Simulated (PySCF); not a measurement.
A GIAO shielding run with PySCF (density fitting, non-relativistic, gas phase) on SMILES O=CO[Si@@H]1NC[Si@@H](O)N1, C$_{2}$H$_{8}$N$_{2}$O$_{3}$Si$_{2}$:

```
$ OMP_NUM_THREADS=1 python probes_run.py task.json out

{"job": {"kind": "nmr", "xc": "PBE0", "basis": "pcSseg-1"}, "charge": 0, "multiplicity": 1}
O     -3.209601    -1.267319    -0.677613
C     -3.261987    -0.091257    -0.461645
O     -2.243170     0.711049    -0.402271
Si    -0.726237     0.053550    -0.676190
N     -0.235329    -1.023189     0.546177
C      1.169418    -0.970509     0.910562
Si     1.756210     0.816831     0.597489
O      3.209932     0.936436    -0.117314
N      0.440159     1.287237    -0.412082
H     -4.212299     0.445233    -0.288085
H     -0.710588    -0.388364    -2.073236
H     -0.667765    -1.925956     0.669496
H      1.755694    -1.683482     0.317054
H      1.278243    -1.268281     1.954820
H      1.940891     1.632700     1.786763
H      3.400565     0.518805    -0.953855
H      0.308865     2.228545    -0.729981
```

Hardware: 1 thread of an Arm Neoverse N1, shared host. The job also computes population analyses, field gradients, ring-centre shieldings.

Problem. How large is the calculation?

Solution. 86 electrons, 207 basis functions and 1115 auxiliary functions.

Problem. How long does it take, and how much memory does it need?

Solution. 69 s of wall time, with 15 SCF cycles and 5 response iterations; peak memory 0.94 GiB. Times on a shared host scatter by some tens of per cent.
